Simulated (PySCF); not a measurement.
## Magnesium: a sound run and one with changed settings

Sound run: Mg²⁺ [Ne], Mg³⁺ [He] 2s2 2p5. Computed with PySCF 2.14 in cc-pVTZ-DK (5s4p2d1f, 34 functions), with scalar relativity by spin-free X2C-1e. The sound run starts from symmetry-adapted Hartree-Fock orbitals and uses a fine grid where one is needed.

Changed run: 14 angular points. This setting is unsound on purpose.

```csv
species,method,sound run (hartree),changed run (hartree),converged
Mg²⁺,UHF,-199.13457,-199.13457,yes
Mg²⁺,MN15,-199.52801,-199.52801,yes
Mg²⁺,M06-2X,-199.52840,-199.52840,yes
Mg³⁺,UHF,-196.19396,-196.19396,yes
Mg³⁺,MN15,-196.50478,-196.50181,yes
Mg³⁺,M06-2X,-196.52786,-196.53094,yes
```

Ionisation energy of Mg²⁺:

| method | sound run (eV) | changed run (eV) |
| --- | --- | --- |
| UHF | 80.018 | 80.018 |
| MN15 | 82.266 | 82.347 |
| M06-2X | 81.649 | 81.565 |

A coarse angular grid integrates products of high-l functions wrongly, so density functionals can shift, and the SCF can exploit the error; Hartree-Fock and MP2 need no grid.

For comparison, NIST gives 80.144 eV between the lowest levels.
